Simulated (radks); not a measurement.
Results of a calculation; reference values are marked as such.
Species: Br III. Configuration: [Ar] 3d10 4s1 4p3 5p1 (not the ground configuration). Code: a radial shooting solver on a logarithmic mesh with Libxc functionals. Model: scalar-relativistic Kohn-Sham, BLYP, spin-polarised, spherical densities, finite nucleus; open shells are filled with parallel spins first; Fermi nuclear charge, rms radius 4.1629 fm.

Local quantities along the radius. ELF = 1/(1 + alpha^2) is the electron localisation function; alpha = (tau - tau_W)/tau_unif compares the Pauli kinetic energy density with that of the uniform gas (summed over spins); -r V(r) is the screened charge that the Kohn-Sham potential of spin up presents (atomic units). tau is taken from the large components.

r (bohr)    ELF    alpha  -r V(r)
0.003418  1.000  0.02115    34.53
0.004559  0.999  0.02321    34.36
0.006129  0.999  0.02673    34.13
0.008175  0.999  0.03244    33.83
0.0109    0.998  0.04225    33.42
0.01466   0.996  0.06098    32.88
0.01955   0.990  0.09814    32.21
0.02608   0.968   0.1822    31.35
0.03506   0.862   0.4007    30.25
0.04676   0.549   0.9063    28.93
0.06287   0.303    1.518    27.29
0.08385   0.406    1.209    25.43
0.1118    0.692   0.6666    23.30
0.1504    0.786   0.5225    20.81
0.2005    0.565   0.8779    18.16
0.2675    0.252    1.724    15.35
0.3596    0.493    1.014    12.51
0.4796    0.760   0.5617    9.835
0.6397    0.733   0.6035    7.565
0.8601    0.403    1.217    5.869
1.147     0.277    1.615    4.779
1.53      0.730   0.6082    4.133
2.057     0.723   0.6188    3.498
2.744     0.103    2.952    3.002
3.659     0.116    2.761    2.771
4.92      0.423    1.168    2.646
6.562     0.199    2.008    2.433
8.752     0.013    8.627    2.277

On this mesh the ELF has minima near r = 0.063, 0.27, 0.99, 3.2 bohr, which separate the shells, and maxima near 0.15 (0.79), 0.55 (0.78), 1.8 (0.81), 4.9 (0.42).
